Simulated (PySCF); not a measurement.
Removing the step error of a finite difference

System: hydrogen iodide (HI), singlet, at a GFN2-xTB geometry (core potentials on I). Level: PySCF with PBE/def2-TZVP, polarisability. Sums are taken with unrounded values, so a last digit can differ.

Second differences of the energy in a field along z gave a polarisability along z of 31.810 bohr³ at step 0.02 and 32.046 bohr³ at step 0.05 (atomic units).

Task: Extrapolate to zero step.

Result: The leading error of a symmetric difference goes as h², so A(h) = A0 + c h². Then c = (32.046 - (31.810))/(0.05² - 0.02²) = 113 (atomic units) and A0 = 31.810 - c × 0.02² = 31.765 bohr³. The analytic value from the same program and level is 31.765 bohr³: the smaller step missed it by 0.044, the extrapolation by -0.001.
